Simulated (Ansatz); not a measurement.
Gas-phase electronic energies from Ansatz, PBE0-D4/def2-TZVP geometries. CCSD(T)/CBS is the MP2 limit (def2-TZVPP, def2-QZVPP) plus CCSD(T) − MP2 in def2-TZVPP, frozen cores. This one scheme is used for every species. Functionals use def2-TZVPP. B3LYP here is the variant with VWN-RPA as its local correlation; programs differ in this. Each species was taken in one conformer, which may not be the lowest.

Consider the ligand exchange at the Si–O bond: `C#C[SiH](O)F` + HCl → `C#C[SiH](F)Cl` + H₂O.

Task: Is it downhill or uphill in electronic energy at CCSD(T)/CBS, and by how much? (Estimate.)

Result: Computed: Uphill: ΔE = +10.5 kJ/mol.

Task: What do these levels give: PBE-D4, B3LYP-D4, CAM-B3LYP-D4, LC-ωPBE, RPA@PBE/def2-TZVPP, HF/CBS(def2)? (An estimate is asked.)

Result: The calculation gave: PBE-D4 6.0, B3LYP-D4 13.6, CAM-B3LYP-D4 18.7, LC-ωPBE 13.2, RPA@PBE/def2-TZVPP 17.6, HF/CBS(def2) 22.0 kJ/mol.

Largest T1 diagnostic among the species: 0.013.

At CCSD(T), def2-SVP lies +4.9 kJ/mol from the extrapolated value and def2-TZVPP +5.5 kJ/mol. In def2-TZVPP, CCSD(T) changes the Hartree–Fock value by −5.7 kJ/mol (the triples alone add −1.6 kJ/mol) and MP2 by −10.3 kJ/mol.
